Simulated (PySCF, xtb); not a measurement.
4-methyl-2H-pyrrole (C5H7N), SMILES CC1=CCN=C1. The values are those of a single conformer.

Harmonic wavenumbers (cm⁻¹) from GFN2-xTB (xtb 6.7.1) at its own minimum, in rising order: 97, 237, 307, 369, 562, 639, 742, 827, 864, 925, 958, 986, 1008, 1034, 1035, 1067, 1166, 1191, 1241, 1317, 1384, 1401, 1476, 1480, 1577, 1672, 2942, 2969, 3003, 3016, 3041, 3113, 3148.

Task: What does PBE-D3(BJ)/def2-SVP run with PySCF give at its own minimum? (An estimate is asked for; the answer gives what the named calculation found.)

Result: 126, 231, 311, 376, 568, 621, 735, 828, 860, 923, 925, 941, 964, 997, 1012, 1104, 1171, 1196, 1249, 1317, 1318, 1349, 1401, 1409, 1539, 1651, 2958, 2964, 2992, 3034, 3073, 3076, 3153. Paired by order, the mean absolute difference is 23 cm⁻¹ and the zero-point energies are 66.9 and 66.3 kcal/mol.
